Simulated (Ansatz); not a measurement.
Computed with Ansatz on PBE0-D4/def2-TZVP structures; ΔE is electronic, products minus reactants. CBS: MP2 limit from def2 TZ/QZ plus the TZ coupled-cluster correction, frozen cores. DFT in def2-TZVPP. For Se outer-core shells are correlated without core-valence functions, which leaves a few kJ/mol of doubt a bond. Scalar relativity is left out up to krypton. One conformer a species, not always the lowest.

Consider the formal exchange of groups at the Se–B bond: `C=NB[SeH]` + `O[SiH2][SiH3]` → `O[SiH]([SiH3])[SeH]` + `BN=C`.

```tsv
level	ΔE (kcal/mol)
B2PLYP	-4.1
SCS-MP2/def2-TZVPP	-3.5
HF/def2-QZVPP	-2.9
MP2/CBS(def2)	-5.0
```

**Question.** What does CCSD(T)/CBS give? (An estimate is asked.)

**Answer.** Computed: -4.9 kcal/mol. The listed levels differ from it by 0.8, 1.4, 2.0, -0.1 kcal/mol.

Largest T1 diagnostic among the species: 0.016.

The D4 term adds −1.1 kcal/mol with B3LYP and −0.6 kcal/mol with PBE0; it sums over pairs of atoms, weighted by their polarisabilities, and B3LYP, whose exchange is more repulsive, gets the larger term. In def2-TZVPP, CCSD(T) changes the Hartree–Fock value by −1.0 kcal/mol (the triples alone add −0.2 kcal/mol) and MP2 by −1.0 kcal/mol.

B3LYP here is the variant with VWN-RPA as its local correlation; programs differ in this.
